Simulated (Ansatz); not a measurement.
`[OH][W](=[S])(=[S])[Cl]` from Hartree–Fock to CCSD(T)

Cartesian coordinates in Å:
```
O 1.396 -0.255 -0.557
W -0.322 0.173 0.021
S -1.477 0.721 -1.667
S -1.208 -1.510 0.950
Cl -0.280 1.885 1.485
H 1.890 -1.014 -0.233
```

Charge 0, multiplicity 1. Correlated methods include outer-core shells of W, which these sets cover unevenly. W takes the def2 core potential. Geometry: relaxed with PBE0-D4/def2-TZVP. It is one conformer, not always the lowest. Frozen core, restricted reference, the Gaussian-basis code of Ansatz.

```tsv
basis	HF (Eh)	MP2 corr.
def2-SVP	-1396.07530	-0.97944
def2-TZVPP	-1396.63905	-1.30208
def2-QZVPP	-1396.67863	-1.42994
```

Question: Estimate the CCSD correlation energy and the (T) correction in each basis where they were run (hartree).

Answer: 
| basis | CCSD corr. | (T) |
| --- | --- | --- |
| def2-SVP | -0.94210 | -0.05125 |
| def2-TZVPP | -1.26321 | -0.08222 |
